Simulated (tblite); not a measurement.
C6H10OSi.
Atom-mapped SMILES: `[CH2:1]=[CH:2]/[CH:3]=[CH:4]\[C:5](=[CH2:6])[O:7][SiH3:8]` (hydrogens: H9, H10 on C1; H11 on C2; H12 on C3; H13 on C4; H14, H15 on C6; H16, H17, H18 on Si8)

A start from a force field or distance geometry was refined with GFN2-xTB geometry optimisation, gas phase in tblite. Values at the start:

| coordinate | start |
| --- | --- |
| C1=C2 | 1.342 Å |
| C1–H9 | 1.087 Å |
| C1–H10 | 1.094 Å |
| C2–C3 | 1.451 Å |
| C2–H11 | 1.076 Å |
| C3=C4 | 1.350 Å |
| C3–H12 | 1.090 Å |
| C4–C5 | 1.436 Å |
| C4–H13 | 1.092 Å |
| C5=C6 | 1.350 Å |
| C5–O7 | 1.384 Å |
| C6–H14 | 1.084 Å |
| C6–H15 | 1.088 Å |
| O7–Si8 | 1.677 Å |
| Si8–H16 | 1.485 Å |
| C1–C2–C3 | 121.9° |
| C2–C3–C4 | 127.1° |
| C3–C4–C5 | 130.9° |
| C4–C5–C6 | 121.4° |
| C4–C5–O7 | 118.2° |
| C5–O7–Si8 | 119.4° |
| C6–C5–O7 | 120.4° |

Problem. How do these coordinates change at the GFN2-xTB level?

Solution. 
| coordinate | GFN2-xTB (Å or °) | change |
| --- | --- | --- |
| O7–Si8 | 1.624 | -0.053 |
| C5–O7 | 1.352 | -0.032 |
| Si8–H16 | 1.455 | -0.030 |
| C4–C5 | 1.454 | +0.018 |
| C1–H10 | 1.076 | -0.018 |
| C6–H15 | 1.075 | -0.013 |
| C5=C6 | 1.338 | -0.012 |
| C2–C3 | 1.440 | -0.011 |
| C1=C2 | 1.332 | -0.010 |
| C6–H14 | 1.074 | -0.010 |
| C4–H13 | 1.082 | -0.010 |
| C1–H9 | 1.079 | -0.008 |
| C3–H12 | 1.084 | -0.006 |
| C3=C4 | 1.345 | -0.005 |
| C2–H11 | 1.078 | +0.002 |
| C5–O7–Si8 | 134.1 | +14.7 |
| C6–C5–O7 | 122.2 | +1.8 |
| C3–C4–C5 | 129.7 | -1.2 |
| C2–C3–C4 | 128.1 | +1.0 |
| C4–C5–C6 | 120.5 | -0.9 |
| C4–C5–O7 | 117.3 | -0.9 |
| C1–C2–C3 | 122.5 | +0.6 |

The energy falls by 28.4 kJ/mol over 206 L-BFGS steps, the largest force on an atom goes from 1.20 to 0.010 eV/Å, and the atoms move by 0.873 Å rms after alignment. The bond that changes most is O7–Si8 (silyl ether oxygen to oxygen-bound silicon), which shortens by 0.053 Å. Bonds longer at the end by more than 0.005 Å: 1 of 17; shorter: 15. Among the dihedrals that turn most is C6–C5–O7–Si8, from -86° to 0°. Rotational constants go from 2363, 1117, 829.3 to 2561, 1061, 756.7 MHz.

The run took 3.8 s on one thread, AMD EPYC (x86_64), no GPU, shared host.

Its GFN2-xTB frequencies are all real (lowest 43 cm⁻¹). One conformer, not necessarily the lowest.

All values are computed, not measured.
